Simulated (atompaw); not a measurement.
**Which change was made? (Ta, PAW (atompaw))**

tantalum, PAW, made with atompaw 4.2.0.5 (PBEsol, scalar-relativistic). Core [Xe] 4f14, reference 5d3 6s0 6p0 (charge +2). Waves: 6s (bound, empty): rc 3.00 bohr; 6s channel at 0.75 Ry: rc 3.00 bohr; 6p (bound, empty): rc 3.00 bohr; 6p channel at 0.6 Ry: rc 3.00 bohr; 5d (bound): rc 3.00 bohr; 5d channel at -1 Ry: rc 3.00 bohr. Local part: bessel scheme, radius 2.70 bohr. Core correction: smooth core density matched at 2.60 bohr. Augmentation charge: besselshape compensation charge, radius 2.65 bohr; PAW radius 3.00 bohr; waves and projectors: custom polynom vanderbiltortho.

Cutoffs, loose and tight: the cutoffs (Ry, on a coarse ladder) from which the occupation-weighted sum of valence levels, in a spherical-Bessel basis at the reference potential, stays within 10 and 1 mRy of its value at 400 Ry. They see the waves, projectors and local potential, not the compensation charge or the core.

The base gives: outcome: generated; cutoff, loose: 10 Ry; cutoff, tight: 18 Ry; bound ghosts: none.

**Question.** After one change the result is: outcome: generated; cutoff, loose: 15 Ry; cutoff, tight: 25 Ry; bound ghosts: s, p. Which change was it?
A. all radii scaled by about 0.90 (s 2.70, p 2.70, d 2.70 bohr); local potential bessel scheme, radius 2.42 bohr; augmentation besselshape compensation charge, radius 2.38 bohr; PAW radius 2.70 bohr; waves and projectors: custom polynom vanderbiltortho; core correction smooth core density matched at 2.34 bohr
B. all radii scaled by about 1.31 (s 3.92, p 3.92, d 3.92 bohr); local potential bessel scheme, radius 3.52 bohr; augmentation besselshape compensation charge, radius 3.46 bohr; PAW radius 3.92 bohr; waves and projectors: custom polynom vanderbiltortho; core correction smooth core density matched at 3.38 bohr
C. all radii scaled by about 0.82 (s 2.46, p 2.46, d 2.46 bohr); local potential bessel scheme, radius 2.22 bohr; augmentation besselshape compensation charge, radius 2.18 bohr; PAW radius 2.46 bohr; waves and projectors: custom polynom vanderbiltortho; core correction smooth core density matched at 2.14 bohr
D. all radii scaled by about 1.13 (s 3.40, p 3.40, d 3.40 bohr); local potential bessel scheme, radius 3.06 bohr; augmentation besselshape compensation charge, radius 3.02 bohr; PAW radius 3.40 bohr; waves and projectors: custom polynom vanderbiltortho; core correction smooth core density matched at 2.96 bohr

**Answer.** C. The others give: all radii scaled by about 1.13 (s 3.40, p 3.40, d 3.40 bohr); local potential bessel scheme, radius 3.06 bohr; augmentation besselshape compensation charge, radius 3.02 bohr; PAW radius 3.40 bohr; waves and projectors: custom polynom vanderbiltortho; core correction smooth core density matched at 2.96 bohr → outcome: generated; cutoff, loose: 8 Ry; cutoff, tight: 15 Ry; bound ghosts: none | all radii scaled by about 1.31 (s 3.92, p 3.92, d 3.92 bohr); local potential bessel scheme, radius 3.52 bohr; augmentation besselshape compensation charge, radius 3.46 bohr; PAW radius 3.92 bohr; waves and projectors: custom polynom vanderbiltortho; core correction smooth core density matched at 3.38 bohr → outcome: generated; cutoff, loose: 6 Ry; cutoff, tight: 10 Ry; bound ghosts: none | all radii scaled by about 0.90 (s 2.70, p 2.70, d 2.70 bohr); local potential bessel scheme, radius 2.42 bohr; augmentation besselshape compensation charge, radius 2.38 bohr; PAW radius 2.70 bohr; waves and projectors: custom polynom vanderbiltortho; core correction smooth core density matched at 2.34 bohr → outcome: generated; cutoff, loose: 12 Ry; cutoff, tight: 21 Ry; bound ghosts: p.
